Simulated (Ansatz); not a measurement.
Total energies of ReO3(OH) (ReO4H) from Ansatz at PBE-D4/def2-TZVP, gas phase (1 Eh = 27.2114 eV = 2625.5 kJ/mol). The reference geometry is relaxed at PBE-D4/def2-SVP.

```xyz
6

Re    0.379    0.112   -0.193
O     1.911   -0.607    0.101
O    -0.019   -0.052   -1.857
O     0.459    1.792    0.163
O    -0.894   -0.752    0.897
H    -1.837   -0.494    0.889
```

```
                state   geometry  energy (Eh)
     charge 0 singlet  reference   -379.85928
     charge 1 doublet  reference   -379.43683
free Re atom (sextet)          –    -78.20506
free O atom (triplet)          –    -75.00967
free H atom (doublet)          –     -0.49962
```

In the def2 sets Re takes a core potential; there is no spin–orbit coupling.

(1) Work out the vertical ionisation energy to the doublet.

(2) What is the binding energy per atom against free atoms?

(1) E(charge 1 doublet) − E(charge 0 singlet) = -379.43683 − (-379.85928) = 0.42245 Eh = 11.50 eV. For comparison, −ε of the highest occupied level is 8.07 eV at this level, 3.43 eV less.

(2) Atoms: 1 × (-78.20506) + 4 × (-75.00967) + 1 × (-0.49962) = -378.74336 Eh. Binding: -378.74336 − (-379.85928) = 1.11592 Eh = 30.37 eV, or 5.06 eV for each of 6 atoms (no zero-point energy, no counterpoise term).
